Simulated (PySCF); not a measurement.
F₄Nb, charge +1, singlet, geometry from GFN2-xTB (such geometries of metal compounds can be far from the true shape) (the multiplicity is a formal guess) (core potentials on Nb).

Here is a job for PySCF.
```python
from pyscf import gto, scf, dft

mol = gto.Mole()
mol.atom = '''
    Nb    0.00000000    0.00000000    0.00000000
    F     1.17246974    0.82655382   -1.02271078
    F     0.84174568   -1.10525698    1.08336747
    F    -1.12257521   -0.90821621   -1.00934735
    F    -0.89164022    1.18691937    0.94869067
'''
mol.basis = 'def2-svp'
mol.ecp = {'Nb': 'def2-svp'}
mol.charge = 1
mol.verbose = 4
mol.build()

mf = dft.RKS(mol)
mf.xc = 'b3lyp'
mf.kernel()
mf.analyze()
```

Question: Give the nuclear repulsion energy at the level B3LYP/def2-SVP (PySCF).

Answer: 229.9655 Eh

Question: Give the HOMO-LUMO gap at the level B3LYP/def2-SVP.

Answer: 9.44 eV

Question: Give the total energy at the level B3LYP/def2-SVP.

Answer: -455.9844 Eh

Question: Give the number of basis functions at the level B3LYP/def2-SVP.

Answer: 87
